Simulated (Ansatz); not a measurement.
A nudged elastic band was laid between two geometries of BFH2Se (5 atoms, charge 0, multiplicity 1).

Level of theory: Ansatz, RKS PBE-D4/def2-SVP.

| Property | Result |
| --- | --- |
| movable images | 7 |
| climbing image | yes |
| spring | 5.0 eV/Å² |
| optimiser | quadratic models (default) |
| start path | through a guess of the saddle point |
| force threshold | 0.03 eV/Å |
| iteration limit | 60 |
| end points | relaxed |

Image 0:

```xyz
5
Properties=species:S:1:pos:R:3
F -0.290 -1.636 0.837
B -0.275 -0.533 0.090
Se 1.105 0.792 0.443
H -1.112 -0.387 -0.779
H 0.622 1.691 -0.633
```

Image 8:

```xyz
5
Properties=species:S:1:pos:R:3
F 0.041 -1.234 0.856
B -0.431 -0.448 -0.111
Se 0.391 1.258 -0.535
H -1.403 -0.797 -0.754
H 1.451 1.148 0.503
```

**Question.** What changes between the two ends?

**Answer.** No bond is made or broken.

**Question.** What energy profile does the band end with?

**Answer.** The forces met the threshold. The highest image is number 4 of 0 to 8, 13.0 kcal/mol above the first end and 13.3 kcal/mol above the last; the last end lies 0.3 kcal/mol below the first. A vibrational analysis at the climbing image gives one clearly imaginary mode, 454i cm⁻¹: a first-order saddle point.

```json
{"image": "0", "path coordinate (Å)": "0.00", "energy (kcal/mol)": "0.0"}
{"image": "1", "path coordinate (Å)": "0.35", "energy (kcal/mol)": "1.7"}
{"image": "2", "path coordinate (Å)": "0.70", "energy (kcal/mol)": "6.1"}
{"image": "3", "path coordinate (Å)": "1.06", "energy (kcal/mol)": "10.9"}
{"image": "4", "path coordinate (Å)": "1.41", "energy (kcal/mol)": "13.0"}
{"image": "5", "path coordinate (Å)": "1.75", "energy (kcal/mol)": "11.0"}
{"image": "6", "path coordinate (Å)": "2.09", "energy (kcal/mol)": "6.2"}
{"image": "7", "path coordinate (Å)": "2.43", "energy (kcal/mol)": "1.6"}
{"image": "8", "path coordinate (Å)": "2.77", "energy (kcal/mol)": "-0.3"}
```

**Question.** What is the geometry of the highest image?

**Answer.** 
```xyz
5
Properties=species:S:1:pos:R:3
F -0.432 -1.316 0.914
B -0.218 -0.558 -0.149
Se 1.302 0.754 -0.136
H -0.957 -0.706 -1.104
H 0.356 1.752 0.433
```

**Question.** What are the harmonic wavenumbers there?

**Answer.** 454i, 300, 495, 616, 841, 1066, 1280, 2345, 2571 cm⁻¹.

Run time: 63 s on 1 thread of Intel(R) Xeon(R) 6975P-C (Granite Rapids) (shared host), peak memory 0.13 GiB.
